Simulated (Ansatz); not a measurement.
**Nudged elastic band run: AlF3H2O**

input.yaml

```yaml
crystal:
  periodic: [false, false, false]
  atoms:
    - { symbol: Al, position_ang: [-0.081559, 0.097241, 0.143703] }
    - { symbol: O, position_ang: [-0.288075, -0.057083, 1.830132] }
    - { symbol: H, position_ang: [-0.486313, -0.765102, 2.414956] }
    - { symbol: F, position_ang: [1.36134, -0.300904, -0.537477] }
    - { symbol: F, position_ang: [-1.39829, 0.089681, -0.841645] }
    - { symbol: F, position_ang: [0.132403, 1.986934, 0.664952] }
    - { symbol: H, position_ang: [-0.000506, 1.807732, 1.566181] }
basis:
  gaussian: { orbitals: def2-SVP }
hamiltonian:
  xc: hf
neb:
  order_check: false
  images: 9
  f_tol: 0.5
  max_iterations: 60
  final_atoms:
    - { symbol: Al, position_ang: [0.04086572, 0.48519046, -0.08216595] }
    - { symbol: O, position_ang: [-0.09328642, 0.17551535, 1.82992051] }
    - { symbol: H, position_ang: [-0.81677741, -0.36184764, 2.13309002] }
    - { symbol: F, position_ang: [1.41047303, -0.28954744, -0.56600068] }
    - { symbol: F, position_ang: [-1.40085349, -0.21926409, -0.48255376] }
    - { symbol: F, position_ang: [0.1013347, 2.13548677, 0.01087615] }
    - { symbol: H, position_ang: [-0.00275613, 0.93296558, 2.3976357] }
  initial_path:
    images:
      - { positions_ang: [[-0.081559, 0.097241, 0.143703], [-0.288075, -0.057083, 1.830132], [-0.486313, -0.765102, 2.414956], [1.36134, -0.300904, -0.537477], [-1.39829, 0.089681, -0.841645], [0.132403, 1.986934, 0.664952], [-0.000506, 1.807732, 1.566181]] }
      - { positions_ang: [[-0.06407991, 0.07813655, 0.11494939], [-0.23217316, -0.04618299, 1.89008198], [-0.57300788, -0.66935768, 2.42401593], [1.38407478, -0.23948533, -0.59701016], [-1.40901477, 0.07187705, -0.84430504], [0.12336298, 1.96694975, 0.65832327], [0.00983796, 1.69656164, 1.59474663]] }
      - { positions_ang: [[-0.04660082, 0.05903211, 0.08619578], [-0.17627132, -0.03528297, 1.95003197], [-0.65970276, -0.57361335, 2.43307586], [1.40680957, -0.17806666, -0.65654332], [-1.41973955, 0.05407311, -0.84696509], [0.11432296, 1.9469655, 0.65169454], [0.02018193, 1.58539127, 1.62331225]] }
      - { positions_ang: [[-0.02912173, 0.03992766, 0.05744217], [-0.12036948, -0.02438296, 2.00998195], [-0.74639764, -0.47786903, 2.4421358], [1.42954435, -0.11664799, -0.71607647], [-1.43046432, 0.03626916, -0.84962513], [0.10528294, 1.92698125, 0.64506581], [0.03052589, 1.47422091, 1.65187788]] }
      - { positions_ang: [[-0.01164264, 0.02082321, 0.02868856], [-0.06446764, -0.01348294, 2.06993194], [-0.83309253, -0.3821247, 2.45119573], [1.45227913, -0.05522932, -0.77560963], [-1.4411891, 0.01846521, -0.85228518], [0.09624292, 1.90699699, 0.63843708], [0.04086985, 1.36305054, 1.6804435]] }
      - { positions_ang: [[0.00583645, 0.00171877, -6.505e-05], [-0.0085658, -0.00258293, 2.12988192], [-0.91978741, -0.28638038, 2.46025566], [1.47501392, 0.00618935, -0.83514279], [-1.45191387, 0.00066127, -0.85494522], [0.08720289, 1.88701274, 0.63180835], [0.05121382, 1.25188018, 1.70900913]] }
      - { positions_ang: [[0.01284231, 0.09841311, -0.01648523], [-0.02550993, 0.03303673, 2.06988964], [-0.89918541, -0.30147383, 2.39482253], [1.46210574, -0.05295801, -0.78131437], [-1.4417018, -0.04332381, -0.78046693], [0.09002926, 1.93670755, 0.50762191], [0.04041983, 1.18809726, 1.84673444]] }
      - { positions_ang: [[0.01984816, 0.19510745, -0.03290541], [-0.04245405, 0.06865639, 2.00989736], [-0.87858341, -0.31656728, 2.3293894], [1.44919756, -0.11210536, -0.72748594], [-1.43148972, -0.08730888, -0.70598864], [0.09285562, 1.98640235, 0.38343547], [0.02962584, 1.12431434, 1.98445976]] }
      - { positions_ang: [[0.02685401, 0.29180178, -0.04932559], [-0.05939817, 0.10427604, 1.94990508], [-0.85798141, -0.33166073, 2.26395628], [1.43628939, -0.17125272, -0.67365752], [-1.42127764, -0.13129395, -0.63151035], [0.09568198, 2.03609716, 0.25924903], [0.01883185, 1.06053142, 2.12218507]] }
      - { positions_ang: [[0.03385987, 0.38849612, -0.06574577], [-0.0763423, 0.1398957, 1.8899128], [-0.83737941, -0.34675418, 2.19852315], [1.42338121, -0.23040008, -0.6198291], [-1.41106557, -0.17527902, -0.55703205], [0.09850834, 2.08579196, 0.13506259], [0.00803786, 0.9967485, 2.25991038]] }
      - { positions_ang: [[0.04086572, 0.48519046, -0.08216595], [-0.09328642, 0.17551535, 1.82992051], [-0.81677741, -0.36184764, 2.13309002], [1.41047303, -0.28954744, -0.56600068], [-1.40085349, -0.21926409, -0.48255376], [0.1013347, 2.13548677, 0.01087615], [-0.00275613, 0.93296558, 2.3976357]] }
```

Command:

```bash
$ ansatz run input.yaml --threads 1 --pin off --max-ram 2048MiB --backend cpu --events-out ev --progress --plain --runs-dir out
```

Output, in part (warnings, iteration lines, the closing report on the highest movable image, with atoms numbered from 0):

```
NEB end point (image 0): max|allowed force component| = 2.219e-2 eV/Å (the criterion of neb.relax_end_points is 1.000e-1)
NEB end point (image 10): max|allowed force component| = 2.942e-2 eV/Å (the criterion of neb.relax_end_points is 1.000e-1)
NEB iter   1: max|band force component| = 5.537e0 eV/Å  barrier→ = 1.7527 eV  barrier← = 2.9427 eV  Δτ_max = 0.2000 Å  (377 SCF iters)
NEB iter   2: max|band force component| = 2.137e0 eV/Å  barrier→ = 0.4402 eV  barrier← = 1.6302 eV  Δτ_max = 0.1531 Å  (296 SCF iters)
NEB iter   3: max|band force component| = 2.157e0 eV/Å  barrier→ = 0.2245 eV  barrier← = 1.4145 eV  Δτ_max = 0.0734 Å  (278 SCF iters)
NEB iter   4: max|band force component| = 1.207e0 eV/Å  barrier→ = 0.1538 eV  barrier← = 1.3437 eV  Δτ_max = 0.1458 Å  (289 SCF iters)
NEB iter   5: max|band force component| = 4.968e-1 eV/Å  barrier→ = 0.1248 eV  barrier← = 1.3148 eV  CI = image 3  Δτ_max = 0.0000 Å  (768 SCF iters)
Total energy: -16765.23213566 eV, -616.1109171031 hartree
Atom 0 at    -0.009537     0.159039     0.088462 Å, force     0.026461    -0.081822     0.067623 eV/Å
Atom 1 at    -0.103234     0.001563     1.840307 Å, force    -0.181840    -0.160488    -0.128678 eV/Å
Atom 2 at    -0.754531    -0.458181     2.346375 Å, force     0.124145    -0.042739     0.056635 eV/Å
Atom 3 at     1.406596    -0.181717    -0.664392 Å, force    -0.022527    -0.006934     0.018055 eV/Å
Atom 4 at    -1.423363    -0.041709    -0.722872 Å, force     0.014635     0.019430    -0.004548 eV/Å
Atom 5 at     0.116659     1.944046     0.748585 Å, force    -0.005775    -0.092325     0.266423 eV/Å
Atom 6 at     0.006409     1.435457     1.604336 Å, force     0.044902     0.364877    -0.275510 eV/Å
Dipole moment:    -0.258741     0.049306     0.679951 e Å
```

It converged. The threshold of 0.5 eV/Å is loose, so the images may lie well off the minimum-energy path. The order of the stationary point at the top wasn't checked. The orbitals stay closed-shell, which can raise the energy where a bond breaks towards radicals; this wasn't checked here.

Final band (atoms are numbered from 1 in the order of the input):

| image | path coordinate (Å) | energy (kcal/mol) | F6–H7 (Å) | O2–H7 (Å) |
| --- | --- | --- | --- | --- |
| 0 | 0.00 | 0.0 | 0.93 | 1.91 |
| 1 | 0.23 | 0.2 | 0.94 | 1.78 |
| 2 | 0.45 | 1.1 | 0.95 | 1.64 |
| 3 | 0.68 | 2.9 | 1.00 | 1.46 |
| 4 | 0.90 | 2.8 | 1.14 | 1.24 |
| 5 | 1.12 | -8.3 | 1.38 | 1.04 |
| 6 | 1.34 | -18.3 | 1.64 | 0.98 |
| 7 | 1.55 | -23.4 | 1.90 | 0.96 |
| 8 | 1.76 | -26.0 | 2.17 | 0.96 |
| 9 | 1.98 | -27.1 | 2.43 | 0.95 |
| 10 | 2.19 | -27.4 | 2.67 | 0.95 |

The run took 54 s on 1 thread of Arm Neoverse V2 (shared host), peak memory 0.14 GiB.
